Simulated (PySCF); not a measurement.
CH₃ClOPb, SMILES [O](C)[Pb][Cl] (connectivity only; charge and spin as stated), neutral, multiplicity 1.

Geometry optimised at B3LYP-D3(BJ)/def2-SVP. The def2 effective core potentials stand for the cores of Pb; spin–orbit coupling is left out. Other conformers were not sampled.

These are B3LYP-D3(BJ)/def2-SVP run with PySCF values and carry that method's errors.

Frequencies are harmonic and unscaled.

Computed vibrational spectrum:
| mode | ν (cm⁻¹) | IR (km/mol) | Raman (Å⁴/amu) | depolarisation | moving atoms (share of kinetic energy) |
|---|---|---|---|---|---|
| 1 | 110 | 0.0 | 0.1 | 0.75 | H 98 % |
| 2 | 114 | 4.0 | 4.6 | 0.73 | Cl 45 %, C 30 %, H 11 % |
| 3 | 136 | 15.6 | 0.3 | 0.75 | O 61 %, H 19 %, C 15 % |
| 4 | 241 | 3.9 | 2.2 | 0.41 | O 37 %, C 34 %, H 20 % |
| 5 | 305 | 47.9 | 9.1 | 0.34 | Cl 84 %, Pb 15 % |
| 6 | 472 | 59.9 | 27.0 | 0.27 | O 71 %, C 13 %, Pb 9 % |
| 7 | 1107 | 193.4 | 34.7 | 0.31 | O 51 %, C 46 % |
| 8 | 1163 | 2.1 | 3.0 | 0.75 | H 77 %, C 18 % |
| 9 | 1184 | 1.1 | 4.9 | 0.20 | H 75 %, C 19 % |
| 10 | 1461 | 30.2 | 27.3 | 0.46 | H 90 %, C 9 % |
| 11 | 1468 | 14.9 | 39.5 | 0.71 | H 95 % |
| 12 | 1474 | 0.4 | 21.3 | 0.75 | H 96 % |
| 13 | 2966 | 123.3 | 295.8 | 0.08 | H 98 % |
| 14 | 3032 | 53.6 | 182.3 | 0.75 | H 90 %, C 10 % |
| 15 | 3049 | 23.0 | 81.0 | 0.52 | H 90 %, C 10 % |
